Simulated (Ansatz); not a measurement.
System: ZnHS (charge +1, singlet). SMILES: [Zn+][SH]
Geometry from a B3LYP-D3(BJ)/def2-TZVP (Ansatz, an electronic-structure program) optimisation:
```
S
H 1 1.3531
Zn 1 2.1729 2 91.79
```
Charge +1, spin multiplicity 1.

Property: vertical electron affinity to the doublet, in eV. Conventions: no spin-orbit coupling; six Cartesian d functions in 6-31G* and its kin unless marked 5d; UHF or UKS for open shells; dispersion terms only where a functional's name holds one; LANL2DZ with its own core potentials from Na on; frozen cores in correlated levels (noble-gas shells and the d and f shells of earlier blocks); non-relativistic; each state is the SCF solution reached for its charge and spin. First-principles rows: single points at B3LYP-D3(BJ) geometries (Ansatz). The spin state of an ion or metal species was assumed, not searched.

```
level                              program  vertical electron affinity to the doublet (eV)
---------------------------------  -------  ----------------------------------------------
HF/6-31G*                           Ansatz                                            7.51
HF/6-31G* with LANL2DZ past Ar      Ansatz                                            7.65
PBE/6-31G*                          Ansatz                                            7.78
PBE/6-31G* with LANL2DZ past Ar     Ansatz                                            7.77
B3LYP/3-21G                         Ansatz                                            7.90
B3LYP/6-31G*                        Ansatz                                            7.92
B3LYP/6-31G* with LANL2DZ past Ar   Ansatz                                            7.91
MP2/6-31G*                          Ansatz                                            7.56
MP2/6-31G* with LANL2DZ past Ar     Ansatz                                            7.63
B3LYP/def2-TZVPD                    Ansatz                                            8.16
PBE0/def2-TZVPD                     Ansatz                                            8.10
wB97X-V/def2-TZVPD                  Ansatz                                            8.06
```

No value to compare with is used here. The 9 habitual levels span 7.51 (HF/6-31G*) to 7.92 eV (B3LYP/6-31G*); B3LYP/def2-TZVPD gives 8.16.

The levels are drawn from those run, B3LYP/6-31G* more often than the rest, none by its result; runs whose electronic state is in doubt are left out.
